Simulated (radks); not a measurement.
The numbers below are computed, except where a source is named.
Task: V II, 22 electrons, occupied as [Ar] 3d2 4p2 (not the ground configuration). Level of theory: Dirac Kohn-Sham, LDA (Slater exchange, Perdew-Wang correlation), spin-unpolarised, spherical densities, point nucleus; open shells are shared between the two j in proportion to 2j + 1 (a radial shooting solver on a logarithmic mesh with Libxc functionals). Some entries of the table are withheld. Estimate them.

orbital      occ.  eigenvalue (hartree)  <r^2> (bohr^2)
1s1/2           2             -197.2154        0.005959
2s1/2           2             -22.71077          0.1129
2p1/2           2                   (1)             (2)
2p3/2           4                   (3)             (4)
3s1/2           2              -3.15126           1.020
3p1/2           2              -2.21271             (5)
3p3/2           4              -2.18076             (6)
3d3/2         0.8              -0.73454           1.913
3d5/2         1.2              -0.73155           1.924
4p1/2    0.666667                   (7)             (8)
4p3/2     1.33333                   (9)            (10)

Result: 
(1) 2p1/2 eigenvalue (hartree): -19.27080
(2) 2p1/2 <r^2> (bohr^2): 0.09172
(3) 2p3/2 eigenvalue (hartree): -19.01078
(4) 2p3/2 <r^2> (bohr^2): 0.09347
(5) 3p1/2 <r^2> (bohr^2): 1.161
(6) 3p3/2 <r^2> (bohr^2): 1.180
(7) 4p1/2 eigenvalue (hartree): -0.33991
(8) 4p1/2 <r^2> (bohr^2): 12.76
(9) 4p3/2 eigenvalue (hartree): -0.33705
(10) 4p3/2 <r^2> (bohr^2): 12.92
